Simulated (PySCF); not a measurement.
**Polarisability and C₆ of Os²⁺ (osmium, charge +2)**

[Xe] 4f14 5d6, high-spin 5D determinant. Calculation: PySCF 2.14, in ANO-RCC-VTZP (8s7p5d3f2g1h, 104 functions); the spin-free X2C one-electron Hamiltonian (Gaussian nucleus). Coupled (time-dependent) response in atomic units; α is the mean over directions. The basis has no added diffuse functions, which lowers α and C₆.

```tsv
method	mean α (bohr³)	α xx, yy, zz	C₆ (like pair)	S(−4)
PBE0	9.765	10.02, 10.02, 9.247	58.78	38.13
```

S(−4) is the Cauchy moment in α(ω) = α(0) + S(−4) ω² + …

Spin-orbit coupling is absent.

α(iu) at PBE0:

| u (hartree) | α(iu) (bohr³) |
| --- | --- |
| 0 | 9.765 |
| 0.0500 | 9.671 |
| 0.100 | 9.408 |
| 0.200 | 8.563 |
| 0.300 | 7.616 |
| 0.500 | 6.094 |
| 0.750 | 4.890 |
| 1.00 | 4.084 |
| 1.50 | 2.986 |
| 2.00 | 2.254 |
| 3.00 | 1.390 |
| 5.00 | 0.6813 |

A single London oscillator, α(iu) = α/(1 + u²/ω²), gives C₆ = (3/4) ω α². Matching the computed C₆ needs ω = 4 × 58.78 / (3 × 9.765²) = 0.822 hartree.

For an ion, C₆ is the dispersion term alone; charge-induced terms of lower order in 1/R come first.

The components differ because the open shell of this determinant is not spherical; for a pure term their mean is the scalar polarisability.

Spin-orbit coupling, absent here, splits the open shell strongly.
